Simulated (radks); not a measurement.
Task: The mean radii <r> (bohr) of the occupied orbitals of an atom or ion are listed with their occupations. All-electron calculation, Dirac Kohn-Sham, LDA (Slater exchange, VWN5 correlation), spin-unpolarised, spherical densities, point nucleus. Program: a radial shooting solver on a logarithmic mesh with Libxc functionals.

| orbital | occ. | <r> |
|---|---|---|
| 1s1/2 | 2 | 0.03114 |
| 2s1/2 | 2 | 0.1347 |
| 2p1/2 | 2 | 0.1142 |
| 2p3/2 | 4 | 0.1192 |
| 3s1/2 | 2 | 0.3688 |
| 3p1/2 | 2 | 0.3603 |
| 3p3/2 | 4 | 0.3712 |
| 3d3/2 | 4 | 0.3436 |
| 3d5/2 | 6 | 0.3471 |
| 4s1/2 | 2 | 0.8948 |
| 4p1/2 | 2 | 0.9484 |
| 4p3/2 | 4 | 0.9755 |
| 4d3/2 | 2.4 | 1.159 |
| 4d5/2 | 3.6 | 1.170 |
| 5d3/2 | 0.4 | 3.097 |
| 5d5/2 | 0.6 | 3.113 |

Name the element and its charge. Open shells, if any, are shared by 2j + 1.

Result: Z = 47, silver, charge +4: Ag4+ in [Kr] 4d6 5d1. The 1s radius gives Z: for a bare nucleus <r> = (2 gamma + 1)/(2Z) with gamma = sqrt(1 - (Z/c)^2), 0.03062 bohr for Z = 47, and screening makes it slightly larger (0.03114 here). The occupations add up to 43, and the charge is Z minus that.
